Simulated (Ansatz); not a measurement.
C3H7NSi can be A, `C=C=C(N)[SiH3]`, or B, `C#C[SiH2]CN`.

Computed with Ansatz on PBE0-D4/def2-TZVP structures; ΔE is electronic, products minus reactants. CCSD(T)/CBS is the MP2 limit (def2-TZVPP, def2-QZVPP) plus CCSD(T) − MP2 in def2-TZVPP, frozen cores. DFT in def2-TZVPP. B3LYP here is the variant with VWN-RPA as its local correlation; programs differ in this. One conformer a species, not always the lowest.

(1) Which isomer does CCSD(T)/CBS put lower? Give the gap. (An estimate is asked.)

(2) Give E(B) − E(A) in kJ/mol with MP2/def2-TZVPP, CCSD(T)/def2-TZVPP, PBE-D4, r2SCAN-D4, B3LYP, CCSD/def2-TZVPP, B2PLYP. (Best estimate.)

Largest T1 diagnostic: 0.013.

Answers

(1) Computed: B, by 28.5 kJ/mol.

(2) Ansatz gave: MP2/def2-TZVPP -36.2, CCSD(T)/def2-TZVPP -26.3, PBE-D4 8.2, r2SCAN-D4 -0.9, B3LYP -4.5, CCSD/def2-TZVPP -29.1, B2PLYP -18.8. The order is the other way round with PBE-D4.

From PBE to PBE0 (25 % exact exchange), in def2-TZVPP and without D4, E(B) − E(A) moves by −9.1 kJ/mol.
